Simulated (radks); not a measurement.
Ionisation of neutral lutetium, [Xe] 4f14 5d1 6s2, to [Xe] 4f14 6s2 as the strength of local exchange is varied. Method: scalar-relativistic Kohn-Sham, Slater X-alpha exchange (alpha = 2/3 is LDA exchange), no correlation, spin-polarised, spherical densities, point nucleus; open shells are filled with parallel spins first (spin-orbit coupling, left out, can overturn this in heavy ions); computed with a radial shooting solver on a logarithmic mesh with Libxc functionals.

| alpha | E(Lu) (hartree) | exchange (hartree) | IE (eV) | -e of the level emptied (eV) | <r> of it (bohr) |
|---|---|---|---|---|---|
| 0.565 | -14503.8336 | -239.8586 | 3.706 | 0.667 (5d) | 3.348 |
| 0.576 | -14508.5255 | -244.6177 | 3.793 | 0.724 (5d) | 3.302 |
| 0.666 | -14546.9777 | -283.6803 | 4.547 | 1.258 (5d) | 3.000 |
| 0.667 | -14547.4056 | -284.1156 | 4.556 | 1.265 (5d) | 2.997 |
| 0.955 | -14671.2201 | -410.6175 | 7.394 | 3.579 (5d) | 2.465 |
| 0.97 | -14677.7004 | -417.2683 | 7.558 | 3.720 (5d) | 2.446 |

NIST Atomic Spectra Database: 5.426 eV (measured). The Delta-SCF value meets it near alpha = 0.76. Open shells are spherical and high-spin; term and fine-structure splittings are not resolved. Spin-orbit splitting is averaged out at the scalar-relativistic level.
